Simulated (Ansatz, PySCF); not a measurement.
Molecule: C$_{3}$H$_{7}$O$_{2}$ (charge +1, singlet). It need not be the lowest isomer of its formula. 
Geometry from a B3LYP-D3(BJ)/def2-TZVP (Ansatz, a first-principles code) optimisation:
SMILES: CC(OC)=[OH+]
```xyz
12

C     -1.8697     0.2029     0.1085
C     -0.4326    -0.0907    -0.0729
O      0.0011    -1.0871    -0.7741
O      0.4229     0.6575     0.4763
C      1.8756     0.4131     0.3302
H     -2.3327     0.3680    -0.8684
H     -2.0002     1.0822     0.7322
H     -2.3604    -0.6576     0.5719
H      2.1313     0.4759    -0.7237
H      2.3320     1.2088     0.9056
H      2.1032    -0.5667     0.7404
H     -0.7057    -1.6247    -1.1705
```
Charge +1, spin multiplicity 1.

Total electronic energies in hartree. Cores are frozen in the correlated levels unless marked. No spin-orbit coupling. Non-relativistic. Basis-set limits of correlation are two-point, X^-3; Hartree-Fock from the larger set. The bracket is a focal-point correction in the basis named.

```tsv
level	program	energy (Eh)
HF/STO-3G	Ansatz	-263.79608
HF-D4/def2-TZVPD	PySCF + dftd4	-267.30346
RI-HF/cc-pVQZ	Ansatz	-267.29158
SVWN5/def2-TZVPD	Ansatz	[?]
revPBE-D4/def2-TZVPD	Ansatz + dftd4	-268.76598
r2SCAN/def2-TZVPD	Ansatz	-268.67974
PBE0/6-31G*	Ansatz	-268.40914
r2SCANh-D4/def2-TZVPD	Ansatz + dftd4	-268.66616
r2SCAN0-D4/def2-TZVPD	Ansatz + dftd4	-268.64489
B2PLYP-D4/def2-TZVPD	Ansatz + dftd4	-268.61744
B2PLYP/def2-TZVPD	Ansatz	-268.61331
RPA@PBE/cc-pVTZ	Ansatz	[?]
MP2/STO-3G	Ansatz	-264.04903
MP2/cc-pVTZ	Ansatz	-268.23161
SCS-MP2/6-31G*	Ansatz	-267.87401
SCS-MP2/cc-pVDZ	Ansatz	-267.94722
CCSD/STO-3G	Ansatz	-264.10620
CCSD/cc-pVDZ	Ansatz	-268.00494
CCSD/cc-pwCVTZ	Ansatz	-268.27949
CCSD(T)/6-31G	Ansatz	-267.58367
CCSD(T)/6-31G*	Ansatz	-267.95224
CCSD(T) with core electrons/cc-pwCVTZ	Ansatz	-268.57140
RI-MP2/CBS(cc-pVTZ,cc-pVQZ)+[CCSD(T)-MP2]/cc-pVTZ	Ansatz	-268.4386
```

Q: Some entries are withheld; supply them.

A: 
- SVWN5/def2-TZVPD, energy (Eh): -266.65126
- RPA@PBE/cc-pVTZ, energy (Eh): -268.75757
